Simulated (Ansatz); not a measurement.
`F[Si](F)F`• → 3 F• + Si•  (atomization)

Program: Ansatz. Geometries: PBE0-D4/def2-TZVP. ΔE: electronic, gas phase. CBS: MP2 limit from def2 TZ/QZ plus the TZ coupled-cluster correction, frozen cores. This one scheme is used for every species, atoms too. Functionals use def2-TZVPP. B3LYP here is the variant with VWN-RPA as its local correlation; programs differ in this. Open shells (•) are unrestricted, without spin–orbit coupling. Spin–orbit coupling would lower the free atoms: a little for F, Si.

Question: What is ΔE at CCSD(T)/CBS? (An estimate is asked.)

Answer: Computed: +406.4 kcal/mol.

Question: What do these levels give: BLYP-D4, r2SCAN-D4, PBE0-D4, B3LYP-D4, r2SCANh-D4, ωB97M-V, B2PLYP, PBE0, HF/def2-SVP, HF/def2-TZVPP, SCS-MP2/def2-TZVPP, CCSD(T)/def2-TZVPP? (Estimate.)

Answer: Ansatz gave: BLYP-D4 403.4, r2SCAN-D4 407.3, PBE0-D4 396.1, B3LYP-D4 397.9, r2SCANh-D4 401.4, ωB97M-V 401.2, B2PLYP 399.9, PBE0 394.9, HF/def2-SVP 278.6, HF/def2-TZVPP 300.1, SCS-MP2/def2-TZVPP 403.6, CCSD(T)/def2-TZVPP 391.8 kcal/mol.

Largest T1 diagnostic among the species: 0.014.

From BLYP to BHLYP (50 % exact exchange), in def2-TZVPP and without D4, ΔE moves by −22.6 kcal/mol: exact exchange takes away binding that semilocal exchange gives to molecules. In def2-TZVPP, CCSD(T) changes the Hartree–Fock value by +91.8 kcal/mol (the triples alone add +7.0 kcal/mol) and MP2 by +117.8 kcal/mol; breaking electron pairs costs correlation energy, which Hartree–Fock lacks. The D4 term adds +2.2 kcal/mol with B3LYP and +1.1 kcal/mol with PBE0; it sums over pairs of atoms, weighted by their polarisabilities, and B3LYP, whose exchange is more repulsive, gets the larger term.

For atomizations the MP2-based limit and the directly extrapolated one differ by several kJ/mol either way, and by 10 to 25 for some Ge, Se and Sn compounds, so smaller differences from it don't rank the levels.
